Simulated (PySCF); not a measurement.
# Electron correlation in Fe⁺ (iron, charge +1)

[Ar] 3d6 4s1, high-spin 6D determinant. Calculation: PySCF 2.14, in def2-TZVP; the non-relativistic Hamiltonian (point nucleus). Frozen: [Ar]; 7 electrons correlated.

MP2 pair energies summed by pair of shells (mhartree):

| pair | energy | share (%) |
| --- | --- | --- |
| 3d-3d | -100.01 | 88.9 |
| 3d-4s | -12.53 | 11.1 |

Total MP2 correlation energy: -112.55 mhartree.

Same-spin part -67.64 and opposite-spin part -44.90 mhartree; SCS-MP2 scales them by 1/3 and 6/5 to -76.43 mhartree.
